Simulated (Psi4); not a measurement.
Pair of molecules, SMILES [SiH4] with SMILES CC#N (the first has 5 atoms); geometry from B3LYP-D3(BJ)/def2-TZVP.
(charge 0, multiplicity 1):
```xyz
11

Si     0.183     0.138     0.108
H     -0.215     0.167    -1.319
H     -0.237    -1.156     0.693
H     -0.514     1.235     0.819
H      1.645     0.303     0.225
C     -1.414    -0.099     3.811
C      0.031    -0.019     3.677
N      1.173     0.045     3.559
H     -1.851     0.896     3.740
H     -1.824    -0.720     3.014
H     -1.680    -0.536     4.773
```

Computed with SAPT0/jun-cc-pV(D+d)Z in Psi4 1.11.

Problem. Which attractive term is largest, and how does the interaction split up?

Solution. electrostatics -1.55, exchange 2.72, induction -0.49, dispersion -1.79, total -1.10 kcal/mol; the largest attraction is dispersion.
